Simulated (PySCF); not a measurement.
CH5AlO2, SMILES [OH][Al]([CH3])[OH] (connectivity only; charge and spin as stated), charge +1, multiplicity 2.

The structure is a stationary point at PBE-D3(BJ)/def2-SVP. The spin state was assumed, not searched. The isomer is the one that the SMILES or the coordinates give; other isomers of the formula were not compared. One conformer was computed; it need not be the lowest.

Two levels are set side by side: PBE/def2-TZVP (PySCF) and CAM-B3LYP/def2-TZVP (PySCF). Same geometry, gas phase. Differences are taken from unrounded values.

| quantity | CAM-B3LYP |
|---|---|
| α-spin orbital gap (eV) | 11.07 |
| β-spin orbital gap (eV) | 6.26 |
| mean polarisability (bohr³) | 43.3 |

**Question.** What does PBE give, and how far is it from CAM-B3LYP? (The exact figures need the calculation; the answer reports its results.)

**Answer.** 
```csv
quantity,PBE,PBE minus CAM-B3LYP
α-spin orbital gap (eV),6.05,-5.02
β-spin orbital gap (eV),1.06,-5.20
mean polarisability (bohr³),47.9,4.6
```

Loosely held outer electrons make PBE densities more polarisable. Differences between two approximate levels are no errors against the true value.

Rough cost on one machine, each run with all the roots and properties that it gave: CAM-B3LYP against PBE within a factor of 2.
